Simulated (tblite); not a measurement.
Compound: C5H5N2O (doublet state).
Numbering: `[H]/[N:8]=[C:7]\[C@H:6]1[C@H:3]([C:2]#[N:1])[O:4][CH2:5]1` (hydrogens: H9 on C3; H10, H11 on C5; H12 on C6; H13 on N8)

The geometry is computed with GFN2-xTB (gas phase). This method treats the open shell by occupation alone, without spin polarisation.

**Question.** What internal coordinates does the optimisation give?

**Answer.** 
```csv
bond,length (Å),order
N1≡C2,1.145,triple
C2–C3,1.437,single
C3–O4,1.426,single
O4–C5,1.426,single
C5–C6,1.540,single
C6–C7,1.441,single
C7=N8,1.213,double
C3–C6,1.586,single
C3–H9,1.099,single
C5–H10,1.094,single
C5–H11,1.092,single
C6–H12,1.092,single
N8–H13,1.022,single
```

Orders are formal, as drawn. A selection of angles:
```csv
angle,degrees
N1–C2–C3,176.2
C2–C3–O4,115.0
C2–C3–C6,113.7
O4–C3–C6,90.4
C3–O4–C5,93.8
O4–C5–C6,92.3
C5–C6–C7,117.1
C3–C6–C5,83.5
C3–C6–C7,119.1
C6–C7–N8,146.6
H13–N8–C7,129.6
```

Torsions: C2–C3–O4–C5 -119° (anticlinal); C3–O4–C5–C6 2° (synperiplanar); O4–C5–C6–C7 -122° (anticlinal); C5–C6–C7–N8 122° (anticlinal); C2–C3–C6–C5 120° (anticlinal); H13–N8–C7–C6 1° (synperiplanar).

The 2 C–N bonds span 1.145 Å (N1≡C2, drawn triple) to 1.213 Å (C7=N8, drawn double), a spread of 0.068 Å. N8 (nitrogen bonded to C and H) is bent (angle 129.6°). The C–C distances run from 1.437 Å (C2–C3, drawn single) to 1.586 Å (C3–C6, drawn single), a spread of 0.149 Å. The 4-membered ring C3–O4–C5–C6 has internal angles of 83.5° to 93.8° (sum 360°, against 360° for a flat polygon); it is almost planar, 0.01 Å rms from its mean plane, widest ring torsion 2°. O4 (oxygen bonded to 2 C) is bent (angle 93.8°).

Point group: C1 (no symmetry element, even within 0.4 Å). Its GFN2-xTB frequencies are all real (lowest 51 cm⁻¹).

Hardware: one thread of an Arm Neoverse V2 (shared host). Cost: 0.4 s of wall time. This is the geometry optimisation.

One conformer stands for the species.
